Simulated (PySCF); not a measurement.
BH₆P₃, SMILES PB(P)P. Coordinates come from a PBE0-D3(BJ)/def2-SVP optimisation. One conformer was computed; it need not be the lowest.

Computed equilibrium geometry at PBE0-D3(BJ)/def2-SVP (PySCF confirms it by a frequency run) as a Z-matrix, and its point group (one conformer of several):
point group Cs.
```
B
P 1 1.8952
H 2 1.4238 1 101.47
H 2 1.4238 3 97.62 1 103.41
P 1 1.8972 2 119.65 3 -35.96
H 5 1.4232 1 100.28 2 -34.05
H 5 1.4237 6 97.32 1 102.97
P 1 1.8972 2 119.65 3 136.29
H 8 1.4232 1 100.28 2 34.05
H 8 1.4237 9 97.32 1 -102.97
```
Charge 0, spin multiplicity 1.
